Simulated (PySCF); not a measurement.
CH7F2NSi2, SMILES NC([SiH2]F)[SiH2]F. Geometry: r2SCAN-D4/def2-SVP. The structure was generated by enumeration, and PubChem lists no compound with its InChIKey, so it may never have been made. One conformer was computed; it need not be the lowest.

Computed equilibrium geometry at r2SCAN-D4/def2-SVP (PySCF confirms it by a frequency run) as a Z-matrix (one conformer of several):
```
C
H 1 1.1095
N 1 1.4830 2 108.99
H 3 1.0213 1 111.01 2 58.77
H 3 1.0216 4 106.21 1 -119.16
Si 1 1.8795 2 108.71 3 122.08
F 6 1.6356 1 105.27 2 178.34
H 6 1.4914 7 107.87 5 151.95
H 6 1.4925 8 111.03 7 -117.15
Si 1 1.8812 2 103.47 3 -114.57
F 10 1.6274 1 109.67 2 43.21
H 10 1.4879 11 108.10 1 -119.93
H 10 1.4907 12 111.31 11 117.92
```
Charge 0, spin multiplicity 1.
